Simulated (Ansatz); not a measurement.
Pulling on the Ge1–H3 bond in BrGeH3 (SMILES [GeH3][Br]) (multiplicity 1 held, fragments rigid). Energies count from the point at 1.533 Å.
Geometry at that point (charge 0, multiplicity 1):
```xyz
5

Ge    -1.14560     0.04679     0.00463
Br     1.18424    -0.04837    -0.00479
H     -1.53994     1.48382    -0.35410
H     -1.60696    -0.33232     1.41625
H     -1.64237    -0.95589    -1.04279
```

Restricted levels (R-, RO-) in cc, def2 and unpolarised 6-31G sets keep to the state of the molecule at rest. U- levels take the lowest unrestricted solution at each point, which mixes spins at long bonds. Active spaces are followed from a long bond inwards. Curves can end on different states.

Cores are frozen in the correlated methods. Filled d and f shells under p-block atoms count as core.

Run with Ansatz (Gaussian orbitals). 

Energies in kcal/mol.

| R (Å) | U-MP2/cc-pVDZ | R-CCSD(T)/cc-pVDZ | FIC-NEVPT4(SD) on CASSCF(2,2)/cc-pVDZ | FIC-MRCISD on CASSCF(2,2)/cc-pVDZ | FIC-MRCISD+Q on CASSCF(2,2)/cc-pVDZ |
|---|---|---|---|---|---|
| 1.226 | 31.6 | 32.0 | 32.0 | 31.9 | 31.8 |
| 1.379 | 6.2 | 6.5 | 6.5 | 6.5 | 6.4 |
| 1.533 | 0.0 | 0.0 | 0.0 | 0.0 | 0.0 |
| 1.686 | 4.0 | 3.5 | 3.5 | 3.5 | 3.6 |
| 1.839 | 13.1 | 12.0 | 11.9 | 11.9 | 12.0 |
| 2.069 | 30.6 | 28.0 | 27.7 | 27.7 | 28.0 |
| 2.299 | 54.0 | 43.7 | 43.2 | 43.3 | 43.6 |
| 2.682 | 72.7 | 63.9 | 63.3 | 63.3 | 63.7 |
| 3.065 | 78.5 | 75.3 | 74.8 | 74.9 | 75.3 |
| 3.525 | 80.5 | 79.8 | 80.9 | 80.9 | 81.3 |
| 4.138 | 81.1 | 78.9 | 83.2 | 83.2 | 83.6 |
| 4.905 | 81.3 | 76.4 | 83.7 | 83.7 | 84.1 |

Doubts at one or more of the structures used: a spin-contaminated determinant (U-MP2/cc-pVDZ); a restricted determinant that unrestricted orbitals would lower (R-CCSD(T)/cc-pVDZ); other coupled-cluster roots lie near (R-CCSD(T)/cc-pVDZ); T1 above 0.05 (R-CCSD(T)/cc-pVDZ).

Ansatz is a program for electronic structure.
